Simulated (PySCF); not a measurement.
Static response to an electric field

C4H5F3O2.
SMILES with atom numbers: `[F:1][C:2]([F:3])([F:4])[C@H:5]1[CH2:6][O:7][CH2:8][O:9]1` (hydrogens: H10 on C5; H11, H12 on C6; H13, H14 on C8)

Structure used (GFN2-xTB), in Å, numbered top down from 1:
```
atom  x, y, z in Å
F1     2.415   -0.684    0.432
C2     1.620    0.325    0.034
F3     2.341    1.086   -0.789
F4     1.357    1.057    1.122
C5     0.349   -0.218   -0.634
C6    -0.456   -1.117    0.341
O7    -1.758   -0.592    0.272
C8    -1.598    0.758   -0.036
O9    -0.534    0.822   -0.963
H10    0.658   -0.728   -1.552
H11   -0.052   -1.037    1.359
H12   -0.485   -2.162    0.037
H13   -1.354    1.350    0.865
H14   -2.504    1.138   -0.511
```

Level: PBE0/def2-SVPD (PySCF), static field, nuclei fixed, core orbitals frozen in the response. The polarisability tensor in these axes (au):

```
x   60.91 -2.46 -0.89
y   -2.46 55.52 -0.98
z   -0.89 -0.98 50.70
```

Problem. Diagonalise the tensor; give its mean and Δα, where Δα² is half the sum of the squared differences of the eigenvalues.

Solution. Principal values 50.32, 54.93 and 61.89 au; mean 55.71 au = 8.26 Å³ = 9.19 × 10⁻⁴⁰ C²·m²/J; Δα = 10.08 au (18 % of the mean).

Problem. What is the dipole moment, and where does it point?

Solution. (-0.95, -1.05, 0.05) D, 1.42 D in size, pointing from the negative to the positive side. Measured along this direction, the outermost atoms are F3 at the negative end and H12 at the positive end.

Problem. Molar refractivity from α?

Solution. Lorentz–Lorenz: R = (4π/3)N_A α = 2.5225 cm³/(mol·Å³) × 8.26 Å³ = 20.8 cm³/mol, in the limit of long wavelengths.

Problem. What would n − 1 = 2πNα be for an ideal gas of these molecules at 350 K and 1 atm, electronic part alone?

Solution. N = p/kT = 2.0968 × 10¹⁹ cm⁻³, so n − 1 = 2π × N × 8.26 × 10⁻²⁴ cm³ = 1088 × 10⁻⁶ at long wavelengths, for an ideal gas.

Problem. What are the principal values of the traceless quadrupole moment, Θ = ½Σq(3rr − r²1), about the centre of nuclear charge?

Solution. -6.69, -0.68, 7.37 D·Å. The values depend on the origin, since the dipole doesn't vanish. The electronic extent ⟨r²⟩ about the same centre is 1043 bohr², a root-mean-square distance of 2.01 Å for the 72 electrons.

Problem. Give the principal axes and the span of the nuclei along them.

Solution. Largest value along (0.93, -0.35, -0.04), where the nuclei span 5.20 Å; middle along (0.33, 0.90, -0.28), 4.09 Å; least along (0.14, 0.25, 0.96), 3.10 Å. The response follows the extents in order.

Geometry: GFN2-xTB, one conformer, isolated molecule.
